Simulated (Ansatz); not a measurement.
Pulling on the C3–H7 bond in C2H4Si (SMILES C#C[SiH3]) (multiplicity 1 held, fragments rigid). Energies count from the point at 1.064 Å.
Geometry at that point (charge 0, multiplicity 1):
```xyz
7

Si    -0.94558    -0.07811    -0.46973
C      0.68460     0.05655     0.34009
C      1.76131     0.14550     0.87496
H     -1.05376     0.95013    -1.52668
H     -1.08493    -1.42239    -1.06941
H     -2.01018     0.12954     0.53507
H      2.71147     0.22399     1.34697
```

R- and RO- levels are restricted; in cc, def2 and unpolarised 6-31G sets they are followed outwards from rest. U- levels take the lowest unrestricted solution at each point, which mixes spins at long bonds. Levels need not reach the same state.

Correlated levels freeze the cores.

The values were computed with Ansatz (Gaussian orbitals). Each number belongs to the level named beside it.

Energies in kcal/mol.

```
R (Å)  R-HF/cc-pV(D+d)Z  U-HF/cc-pV(D+d)Z  U-MP2/cc-pV(D+d)Z  U-SCS-MP2/cc-pV(D+d)Z  U-CCSD/cc-pV(D+d)Z
-----  ----------------  ----------------  -----------------  ---------------------  ------------------
0.851              35.2              35.2               37.4                   37.6                37.7
0.957               7.1               7.1                8.3                    8.4                 8.5
1.064               0.0               0.0                0.0                    0.0                 0.0
1.170               4.6               4.6                3.4                    3.3                 3.2
1.277              15.6              15.6               13.0                   12.8                12.6
1.436              37.6              37.6               32.9                   32.5                31.9
1.596              61.7              61.5               60.6                   60.5                52.9
1.862             100.0              87.6              111.7                  113.8                86.2
2.128             133.2              98.3              131.1                  133.8               110.3
2.447             165.3             103.0              139.4                  142.2               124.5
2.872             197.4             104.8              142.6                  145.5               129.4
3.404             224.5             105.2              143.5                  146.3               130.4
```

Doubts at one or more of the structures used: a restricted determinant that unrestricted orbitals would lower (R-HF/cc-pV(D+d)Z); a spin-contaminated determinant (U-HF/cc-pV(D+d)Z, U-MP2/cc-pV(D+d)Z, U-SCS-MP2/cc-pV(D+d)Z, U-CCSD/cc-pV(D+d)Z); T1 above 0.05 (U-CCSD/cc-pV(D+d)Z); the program's own flag: large difference (U-CCSD/cc-pV(D+d)Z).

Ansatz is an electronic-structure program.
